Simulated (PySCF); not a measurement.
**NMR data sheet: C$_{8}$H$_{9}$ClSi**

```
Formula                               : C8H9ClSi
SMILES                                : C#CC#C[C@@H](Cl)[C@@H]1CC[SiH2]1
InChI                                 : InChI=1S/C8H9ClSi/c1-2-3-4-7(9)8-5-6-10-8/h1,7-8H,5-6,10H2/t7-,8+/m1/s1
Point group of the computed structure : C1
Degrees of unsaturation               : 5
Carbon signals                        : 8
Proton signals                        : 9
```

Atom-mapped SMILES (the numbers label the heavy atoms): `[CH:1]#[C:2][C:3]#[C:4][C@@H:5]([Cl:6])[C@@H:7]1[CH2:8][CH2:9][SiH2:10]1`; H(Xn) means a hydrogen on atom n. Ha(C8), Ha(C9), Ha(Si10) are cis to C5 on the ring; Hb(C8), Hb(C9), Hb(Si10) are trans to C5 on the ring.

[PySCF 2.14: shielding tensors at PBE0/pcSseg-1 (GIAO); geometry from GFN2-xTB; no solvent model; non-relativistic; one computed conformer]

References, each an isolated molecule treated in the same way: TMS for $^{1}$H (31.72 ppm), $^{13}$C (186.93 ppm), $^{29}$Si (349.16 ppm).

| carbon | δC, type | δH (multiplicity) | HMBC from (2–3 bonds) | span of the C tensor (ppm) |
| --- | --- | --- | --- | --- |
| C1 | 78.4, CH | 1.61 (s) | – | 223 |
| C2 | 73.1, C | – | H(C1) | 269 |
| C3 | 81.1, C | – | H(C5), H(C1) | 196 |
| C4 | 77.6, C | – | H(C5), H(C7) | 309 |
| C5 | 61.5, CH | 4.59 (d) | Hb(Si10), Ha(Si10), Hb(C8), H(C7), Ha(C8) | 54 |
| C7 | 39.2, CH | 2.52 (m) | Hb(Si10), Ha(Si10), H(C5), Hb(C8), Ha(C8), Hb(C9), Ha(C9) | 46 |
| C8 | 29.1, CH2 | Hb(C8) 2.70 (m); Ha(C8) 2.10 (m) | Hb(Si10), Ha(Si10), H(C5), H(C7), Hb(C9), Ha(C9) | 39 |
| C9 | 4.3, CH2 | Ha(C9) 1.28 (m); Hb(C9) 1.43 (m) | Hb(Si10), Ha(Si10), Hb(C8), H(C7), Ha(C8) | 34 |

Other nuclei:
```csv
atoms,nucleus,environment,δ (ppm),σ (ppm)
Hb(Si10),$^{1}$H,"hydrogen on a silicon bonded to 2 C, in a 4-membered ring",4.81,26.90
Ha(Si10),$^{1}$H,"hydrogen on a silicon bonded to 2 C, in a 4-membered ring",4.61,27.11
Si10,$^{29}$Si,"silicon bonded to 2 C, 2 H, in a 4-membered ring",-32.5,381.6
```

- Carbon types of the structure: 3 × C, 3 × CH, 2 × CH2, leaving 2 H on heteroatoms.
- δC 81.1, 77.6, 73.1: alkyne carbon; sp carbons lie upfield of alkene carbons because the cylindrical π system leaves one tensor component strongly shielded.
- δC 78.4: terminal alkyne carbon; sp carbons lie upfield of alkene carbons because the cylindrical π system leaves one tensor component strongly shielded.
- δC 61.5: propargylic sp3 CH bonded to Cl; the inductive effect lowers its shielding.
- δC 29.1: sp3 CH2 in a ring; aliphatic region, no heteroatom directly attached.
- δC 4.3: sp3 CH2 bonded to Si; an electropositive neighbour leaves it electron-rich and shielded.

Carbons that carry Cl, above all several Cl atoms, come out too deshielded, partly because spin–orbit coupling is missing. Shifts are as computed. Against solution values, carbons near 30 ppm lie about +3 ppm off and those near 130 ppm about +5 ppm; carbons on Cl a further +6 ppm. Of 1309 compounds with measured shifts, 239 miss one by over three times the rms of a fit or turn the order of signals round; such compounds aren't used in these exercises. Multiplicities follow the n + 1 count of equivalent neighbours, as no J values were calculated; m marks all less simple cases, F and P coupling included.
